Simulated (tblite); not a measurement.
CH5N2, charge +1, singlet, geometry from GFN2-xTB; GFN1-xTB (tblite 0.6.0).

Here is a job for tblite.
```
$ tblite run mol.xyz --method gfn1 --charge 1 --spin 0 --efield 0,0,0.1 --json tblite.json --no-restart

# file mol.xyz
8

N      1.14797274     0.20018934     0.03700286
C      0.00000738    -0.40400940     0.15397542
N     -1.14797868     0.12474531    -0.16084144
H      1.21954645     1.14751701    -0.31697552
H      2.01157036    -0.25676282     0.29638706
H      0.00002593    -1.41964718     0.54105366
H     -1.21958691     1.06736807    -0.52715794
H     -2.01155856    -0.38896122    -0.05028975
```

Task: Predict the main parts of the log of this tblite run.

Result: 
```
xTB calculator
 | screened Coulomb repulsion
 | Coulomb electrostatics
 |  * isotropic Klopman-Ohno-Mataga-Nishimoto electrostatics
 |  * onsite third-order electrostatics
 | DFT-D3(BJ) dispersion correction
 | Interactions (1)
 | [1] electric field

halogen bonding energy    0.0000000000000E+00 Eh
repulsion energy          1.5309810224595E-01 Eh
dispersion energy        -1.6079914123264E-03 Eh
interaction energy        0.0000000000000E+00 Eh
number of electrons       1.8000000000000E+01 e
integral cutoff           1.9731147476801E+01 bohr

------------------------------------------------------------
  cycle        total energy    energy error   density error
------------------------------------------------------------
      1     -10.71188292185  -1.0863373E+01   3.6164505E-01
      2     -10.76363068953  -5.1747768E-02   1.9055789E-01
      3     -10.76590570223  -2.2750127E-03   6.2071135E-02
      4     -10.76634278175  -4.3707952E-04   1.2228030E-02
      5     -10.76645250146  -1.0971972E-04   1.0506651E-03
      6     -10.76645455560  -2.0541317E-06   5.6320569E-04
      7     -10.76645546174  -9.0614225E-07   2.2505072E-05
      8     -10.76645546252  -7.8226314E-10   6.1274057E-06
------------------------------------------------------------

electronic energy        -1.0917945573354E+01 Eh
total energy             -1.0766455462520E+01 Eh

Post processing:
 | Mayer-Wiberg bond orders

[Info] JSON dump of results written to 'tblite.json'
```
